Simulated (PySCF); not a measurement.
## Electron correlation in B (boron, neutral)

[He] 2s1 2p2, high-spin 4P determinant (an excited configuration). Calculation: PySCF 2.14, in aug-cc-pVTZ (5s4p3d2f, 46 functions); no relativity, point nucleus. Frozen: 1s2; 3 electrons correlated.

```csv
level,correlation energy (mhartree)
CCSD,-16.11
(T),-0.11
CCSD(T),-16.22
```

Diagnostics: T1 = 0.0042, D1 = 0.0067, largest double amplitude 0.038.

**Question.** Is a single reference adequate?

**Answer.** Yes: T1 lies below 0.03 and no double amplitude reaches 0.07.
